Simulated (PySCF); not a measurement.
Geometries of 3 isomers of C7H8, from PBE0-D3(BJ)/def2-SVP geometry optimisation, gas phase in PySCF 2.14.0. One conformer each, no zero-point energy, no frequencies.

Question: Which isomer lies lowest at this level?
A.
```xyz
15
angstrom
C     -3.540    0.446    0.360
C     -2.459   -0.585    0.268
C     -1.179   -0.329    0.085
C      0.065   -0.067   -0.090
C      1.309    0.188   -0.273
C      2.589    0.452   -0.447
C      3.579    0.684    0.652
H     -3.138    1.463    0.258
H     -4.297    0.289   -0.427
H     -4.067    0.374    1.326
H     -2.762   -1.638    0.360
H      2.964    0.508   -1.479
H      4.039    1.682    0.558
H      4.400   -0.051    0.597
H      3.110    0.608    1.641
```
B.
```xyz
15
angstrom
C      1.193   -1.022   -0.126
C      1.478    0.311   -0.204
C      0.587    1.383    0.168
C     -0.760    1.342    0.067
C     -1.457    0.214   -0.633
C     -1.264   -1.015    0.205
C     -0.048   -1.589    0.341
H      2.019   -1.720   -0.300
H      2.512    0.588   -0.434
H      1.052    2.283    0.586
H     -1.357    2.155    0.493
H     -2.522    0.433   -0.785
H     -0.995    0.057   -1.625
H     -2.130   -1.461    0.704
H      0.020   -2.548    0.867
```
C.
```xyz
15
angstrom
C      1.877    0.647   -0.223
C      0.437    0.275   -0.024
C     -0.501    1.082    0.845
C     -1.684    0.460    0.787
C     -1.461   -0.724   -0.117
C     -0.387   -0.373   -1.128
C     -0.021   -1.176    0.015
H      2.418    0.661    0.736
H      1.968    1.648   -0.673
H      2.385   -0.068   -0.887
H     -0.229    1.985    1.393
H     -2.623    0.724    1.273
H     -2.243   -1.443   -0.372
H     -0.277   -0.480   -2.208
H      0.479   -2.137    0.148
```

Answer: B. That is cycloheptatriene (`C1=CC=CCC=C1`), 34.5 kcal/mol below the next.

| SMILES | atoms numbered as above | E (Eh) | relative (kcal/mol) | relative (kJ/mol) | dipole (D) |
| --- | --- | --- | --- | --- | --- |
| C1=CC=CCC=C1 | [CH:1]1=[CH:2][CH:3]=[CH:4][CH2:5][CH:6]=[CH:7]1 | -270.99950 | 0.0 | 0.0 | 0.32 |
| C[C@@]12C=C[C@H]3[C@@H]1[C@H]32 | [CH3:1][C@@:2]12[CH:3]=[CH:4][C@H:5]3[C@@H:6]1[C@@H:7]23 | -270.94448 | 34.5 | 144.4 | 0.92 |
| CC=C=C=C=CC | [CH3:1][CH:2]=[C:3]=[C:4]=[C:5]=[CH:6][CH3:7] | -270.91725 | 51.6 | 215.9 | 0.35 |

As drawn, the highest has cumulated double bonds, which the lowest lacks.
